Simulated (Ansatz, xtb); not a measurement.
## AlH7Sn2: which of two structures lies lower

Structure I is a singlet given by its coordinates and structure II is `[AlH2][SnH2][SnH3]`, a singlet. Both are isolated molecules in the gas phase, relaxed with PBE0-D3(BJ)/def2-SVP; the shapes shown needn't be the lowest conformers.

I (Å):

```xyz
10

Al   -1.1704    0.5346   -1.3153
Sn    1.8539   -0.7486   -0.7500
Sn   -0.3747    0.8115    1.2220
H    -0.8990    1.7993   -2.2365
H     1.9915    1.0153   -0.9185
H    -0.9736   -0.0878    2.5667
H     0.1497   -0.6308   -1.6004
H     0.5729    2.0723    1.9071
H     1.0599   -0.4508    1.0101
H    -2.4239   -0.4383   -1.4413
```

Close contacts (Å): Al1–Sn2 3.33, Al1–Sn3 2.67, Sn2–Sn3 3.36, Al1–H4 1.59, Al1–H7 1.78, Al1–H10 1.59, Sn2–H5 1.78, Sn2–H7 1.91, Sn2–H9 1.95, Sn3–H6 1.73, Sn3–H8 1.72, Sn3–H9 1.92.

II (Å):

```yaml
atoms:
  - { symbol: Al, position_ang: [0.0477, -3.4978, -2.0403] }
  - { symbol: Sn, position_ang: [-0.4708, -1.7170, -0.1496] }
  - { symbol: Sn, position_ang: [0.6593, 0.7682, -0.7219] }
  - { symbol: H, position_ang: [1.3764, -4.3714, -1.9730] }
  - { symbol: H, position_ang: [-0.9366, -3.6546, -3.2812] }
  - { symbol: H, position_ang: [-2.1541, -1.4362, 0.0610] }
  - { symbol: H, position_ang: [0.1452, -2.1741, 1.3894] }
  - { symbol: H, position_ang: [0.1108, 1.3482, -2.2420] }
  - { symbol: H, position_ang: [2.3706, 0.6525, -0.7946] }
  - { symbol: H, position_ang: [0.2479, 1.9258, 0.4749] }
```

Task: Which of the two would you expect CCSD(T)/def2-SVP + ΔMP2/def2-TZVPP electronic energies to favour?

Result: Not settled: CCSD(T)/def2-SVP + ΔMP2/def2-TZVPP gives E(II) − E(I) = +0.052 eV, but this leans on the basis-set step: CCSD(T) alone gives −0.132 eV.

Level by level:

```
                             level              geometry  E(II) − E(I) (eV)  departure from the last row (eV)  job, with rough time for the two
              PBE0-D3(BJ)/def2-SVP  PBE0-D3(BJ)/def2-SVP              +0.034                            −0.018                optimisation, 75 s
                       HF/def2-SVP  PBE0-D3(BJ)/def2-SVP              −0.425                            −0.476           part of the CCSD(T) run
                      MP2/def2-SVP  PBE0-D3(BJ)/def2-SVP              −0.239                            −0.290           part of the CCSD(T) run
                  CCSD(T)/def2-SVP  PBE0-D3(BJ)/def2-SVP              −0.132                            −0.184                      single point
CCSD(T)/def2-SVP + ΔMP2/def2-TZVPP  PBE0-D3(BJ)/def2-SVP              +0.052                                                  single point, 43 s
```

HF/def2-SVP, MP2/def2-SVP, CCSD(T)/def2-SVP put the two in the other order. The largest departure from CCSD(T)/def2-SVP + ΔMP2/def2-TZVPP is that of HF/def2-SVP, 0.476 eV. Levels run at GFN2-xTB geometries aren't shown. The last row adds to CCSD(T) the change of the MP2 difference between the two basis sets, here +0.184 eV, a large step that makes the value less sure.

With harmonic frequencies from PBE0-D3(BJ)/def2-SVP (ideal gas, rigid rotor, one conformer each, 298.15 K, 1 atm): on the last row, ΔE + ΔZPE = +0.033 eV. A mode under 50 cm⁻¹ makes harmonic enthalpies and free energies unreliable, so none is given.

The correlated steps freeze 13 core orbitals; the filled d shell of Sn is correlated, in a basis made for valence electrons. Atoms past krypton carry core potentials in the def2 sets and no spin–orbit term is included. Run with Ansatz 0.2.0; the last row on 2 threads of Arm Neoverse V1 on a shared host.
